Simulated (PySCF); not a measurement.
PySCF 2.14 output of an unrestricted r2SCAN calculation on a single atom or ion in def2-QZVPPD with the def2 core potential (60 electrons) (7s6p4d3f2g, 84 functions), with a scalar-relativistic core potential:

```
SCF conv_tol = 1e-09
number electrons alpha = 8  beta = 4
    J. W. Furness, A. D. Kaplan, J. Ning, J. P. Perdew, and J. Sun.,  J. Phys. Chem. Lett. 11, 8208-8215 (2020)
    J. W. Furness, A. D. Kaplan, J. Ning, J. P. Perdew, and J. Sun.,  J. Phys. Chem. Lett. 11, 9248-9248 (2020)
    J. W. Furness, A. D. Kaplan, J. Ning, J. P. Perdew, and J. Sun.,  J. Phys. Chem. Lett. 11, 8208-8215 (2020)
    J. W. Furness, A. D. Kaplan, J. Ning, J. P. Perdew, and J. Sun.,  J. Phys. Chem. Lett. 11, 9248-9248 (2020)
cycle= 1 E= -56.6107572978468  delta_E= -0.00564  |g|= 0.015  |ddm|= 0.342
cycle= 2 E= -56.6108394995729  delta_E= -8.22e-05  |g|= 0.00768  |ddm|= 0.0276
cycle= 3 E= -56.6108658134153  delta_E= -2.63e-05  |g|= 0.000637  |ddm|= 0.0134
cycle= 4 E= -56.6108660371848  delta_E= -2.24e-07  |g|= 2.3e-05  |ddm|= 0.00133
cycle= 5 E= -56.6108660374762  delta_E= -2.91e-10  |g|= 1.41e-06  |ddm|= 8.64e-05
converged SCF energy = -56.6108660374762  <S^2> = 6.0023127  2S+1 = 5.000925
```

The run itself started from symmetry-adapted Hartree-Fock orbitals and held the occupation by maximum overlap, on a logarithmic radial grid, so the iterations belong to that start.

Which element, charge and spin multiplicity is this?

Ta⁺ (tantalum, charge +1), multiplicity 5; the state was [Xe] 4f14 5d3 6s1, high-spin 5F determinant.

Energies and moments cover only the electrons outside the core potential. Spin-orbit coupling, absent here, splits the open shell strongly.
